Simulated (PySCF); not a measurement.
One of the candidates below gave these computed data.

All candidates are C7H10O.

- Rotational structure: rotational constants A, B, C: 4.148, 1.713, 1.431 GHz [GFN2-xTB]
- Dipole: 1.95 D [CAM-B3LYP/def2-SVPD]
- Triplet: lowest triplet excitation (Tamm–Dancoff): 4.29 eV [TDA CAM-B3LYP/def2-SVPD]
- Polarisability: 81.3 au [CAM-B3LYP/def2-SVPD]
- UV, first state: lowest singlet excitation: 6.68 eV (186 nm, f = 0.340) [TDDFT CAM-B3LYP/def2-SVPD]

Electronic properties: PySCF, gas phase, density fitting. Levels stand in brackets. Isolated species at its GFN2-xTB geometry (one conformer only).

Problem. Which candidate is it?
A. `CCCc1ccoc1`
B. `C=C[C@@]12CCC[C@@H]1O2`
C. `CCC1=CCC=CO1`

Solution. B. It is `C=C[C@@]12CCC[C@@H]1O2`. Numbering: `[CH2:1]=[CH:2][C@@:3]12[CH2:4][CH2:5][CH2:6][C@@H:7]1[O:8]2`. Its formula, C7H10O, gives 3 degrees of unsaturation: 2 rings and 1 π bond in the structure found. The optimised geometry has point group C1 and is an asymmetric top.

The others, at the same levels:
- `CCC1=CCC=CO1` fails: its computed lowest singlet excitation is 5.26 eV (236 nm, f = 0.010) (against 6.68 eV), lowest triplet excitation (Tamm–Dancoff) is 3.88 eV (against 4.29 eV) and static isotropic polarisability is 83.0 au (against 81.3 au).
- `CCCc1ccoc1` fails: its computed lowest singlet excitation is 6.16 eV (201 nm, f = 0.136) (against 6.68 eV), lowest triplet excitation (Tamm–Dancoff) is 4.01 eV (against 4.29 eV) and rotational constant A is 4.456 GHz (against 4.148 GHz).

Each candidate is one conformer, not necessarily the lowest. The conformers computed, where there is a choice (atom-mapped SMILES and torsion angles):
- `[CH3:1][CH2:2][C:3]1=[CH:4][CH2:5][CH:6]=[CH:7][O:8]1`: C1–C2–C3–C4 -109°
- `[CH3:1][CH2:2][CH2:3][c:4]1[cH:5][cH:6][o:7][cH:8]1`: C1–C2–C3–C4 -67°, C2–C3–C4–C5 -81°

The conformers of `C=C[C@@]12CCC[C@@H]1O2` aren't listed.
